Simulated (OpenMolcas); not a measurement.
Computed levels of 3d4 in ions with 22 electrons, in cm-1 above 5D0.

```yaml
Program: OpenMolcas 26.06
Method: CASSCF
Basis: ANO-R2
Scalar_Hamiltonian: X2C, finite nucleus
Spin-orbit_coupling: RASSI with atomic mean-field integrals over the reference wave functions, term energies averaged over their components
```

Active space for each ion: 4 electrons in 5 orbitals (3d).

```
 Level   Mn3+   Co5+   Ni6+   Cu7+
   5D1   99.5    203    279    372
   5D2    294    595    812   1076
   5D3    578   1154   1563   2054
   5D4    941   1857   2497   3255
   3H4  23839  30633  33978  37154
   3H5  24045  31065  34581  37971
   3H6  24277  31534  35218  38808
3P0(1)  25710  32529  35739  38678
3P1(1)  26297  33726  37375  40844
```

Estimate 5D4, 3H4, 3H5 for Fe4+ from its neighbours Mn3+ and Co5+.

5D4 is fine structure, which grows about as the fourth power of a screened charge, so the fourth roots are averaged: ((941^0.25 + 1857^0.25) / 2)^4 = 1341. The calculation gives 1345, so the estimate is off by -0.3 %; the measured value is 1283 (Corliss and Sugar, J. Phys. Chem. Ref. Data 11, 135 (1982)).
3H4 is another term, which grows about linearly with the charge: (23839 + 30633) / 2 = 27236. The calculation gives 27233, so the estimate is off by 0 %; the measured value is 24932 (Corliss and Sugar, J. Phys. Chem. Ref. Data 11, 135 (1982)).
3H5 is another term, which grows about linearly with the charge: (24045 + 31065) / 2 = 27555. The calculation gives 27537, so the estimate is off by +0.1 %; the measured value is 25226 (Corliss and Sugar, J. Phys. Chem. Ref. Data 11, 135 (1982)).

Without dynamic correlation excited terms often stand tens of per cent too high (terms of higher spin than the ground term too low), and those without a measured partner can miss by more than the paired ones. Computed and measured levels are paired by configuration, term and J; levels that our copy of the source lacks, or whose pairing is in doubt (as where it misses far off the trend of its configuration), stay unpaired and out of the deviations. Levels of configurations outside the active space are missing.

A number in round brackets counts repeated terms of one configuration in the order of the reference energies.
